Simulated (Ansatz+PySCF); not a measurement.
The numbers below are computed, except where a source is named.
This PySCF input gave a total energy of -834.44468 hartree.

```python
from pyscf import gto, scf

mol = gto.M(atom="""
Sc 0.000000 0.000000 -0.488130
O 0.000000 0.000000 1.281330
""", basis='def2-svp', charge=0, spin=1)
mf = scf.ROHF(mol)
mf.init_guess = 'atom'
mf.kernel()
while True:  # follow internal instabilities
    mo, _, stable, _ = mf.stability(return_status=True)
    if stable: break
    mf.kernel(mf.make_rdm1(mo, mf.mo_occ))
print(mf.converged, mf.e_tot, mf.spin_square()[0])
```

**Question.** Write an input for Ansatz with the same method and basis set.

**Answer.**

```yaml
crystal:
  periodic: [false, false, false]
  atoms:
    - { symbol: Sc, position_ang: [0.0, 0.0, -0.48813] }
    - { symbol: O, position_ang: [0.0, 0.0, 1.28133] }
basis:
  gaussian: { orbitals: def2-SVP }
magnetization:
  initial_magnetization: 1
hamiltonian:
  xc: hf
```

Ansatz (development build ahead of 0.2.0) gave -834.44468 hartree, 0.03 meV from the first.
